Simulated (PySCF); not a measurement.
Computed IR spectrum (relative IR intensity) of a molecule C5H9O, multiplicity 2. Coordinates come from a PBE0-D3(BJ)/def2-SVP optimisation. One conformer was computed; it need not be the lowest. Computed with PBE0-D3(BJ)/def2-SVP run with PySCF. Harmonic, unscaled wavenumbers; measured fundamentals usually lie a few per cent lower.

Lines under 2 % of the strongest are left out, and lines within 2 cm⁻¹ are merged.

```
ν (cm⁻¹)  relative intensity
--------  ------------------
172                      2.2
182                      2.4
664                      6.2
913                      4.4
1193                     3.8
1278                     2.4
1361                     7.6
1390                      14
1398                     3.0
1406                     7.4
1464                     3.4
1476                     3.8
1484                      10
1989                     100
3045                      15
3050                      12
3056                     3.4
3063                     8.4
3105                     2.2
3136                     7.7
3141                      22
3147                      16
3167                     6.4
```

### Question
Pick the molecule that these values belong to.
A) CC(C)(C)[C]=O
B) C[CH]CC(C)=O
C) [CH2]CCC(C)=O
D) CC(C)C[C]=O

### Answer
D, CC(C)C[C]=O
